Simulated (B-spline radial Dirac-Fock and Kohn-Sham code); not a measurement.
Binding energies of Ba¹⁴⁺ at several levels of theory

System: the Ba¹⁴⁺ ion, [Kr] 4d6.

The density-functional columns are spherical, spin-unpolarised Dirac-Kohn-Sham results without Breit or QED terms: −ε is minus the orbital energy of the initial state and ΔSCF the difference of two total energies. The reference in the last column comes from Dirac-Fock ΔSCF + Breit + QED. All numbers are from an atomic code on a B-spline grid, in eV; a selection of levels is shown. For the 1s level of heavy atoms much of the gap between ΔSCF and the reference is the Breit and QED part, -139.2 eV here; for other levels the error of the functional can be larger.

| level | LDA −ε | LDA ΔSCF | Dirac-Fock |
| --- | --- | --- | --- |
| K (1s) | 37479.4 | 37876.5 | 37748.7 |
| L1 (2s) | 6167.6 | 6247.4 | 6302.6 |
| L2 (2p1/2) | 5830.1 | 5927.7 | 5932.8 |
| L3 (2p3/2) | 5448.7 | 5539.6 | 5555.7 |
| M1 (3s) | 1522.1 | 1554.1 | 1593.0 |
| M2 (3p1/2) | 1380.3 | 1413.4 | 1438.2 |
| M3 (3p3/2) | 1306.2 | 1338.0 | 1363.2 |
| M4 (3d3/2) | 1057.0 | 1092.2 | 1094.7 |
| M5 (3d5/2) | 1041.1 | 1075.9 | 1079.3 |
| N1 (4s) | 504.9 | 521.4 | 534.2 |
| N2 (4p1/2) | 451.8 | 468.0 | 473.0 |
| N3 (4p3/2) | 434.5 | 450.3 | 455.8 |
| N4,5 (4d) | 344.1 | 359.3 | 357.7 |

Values without a named source are computed, but for edge energies of neutral atoms, which are taken from tables.
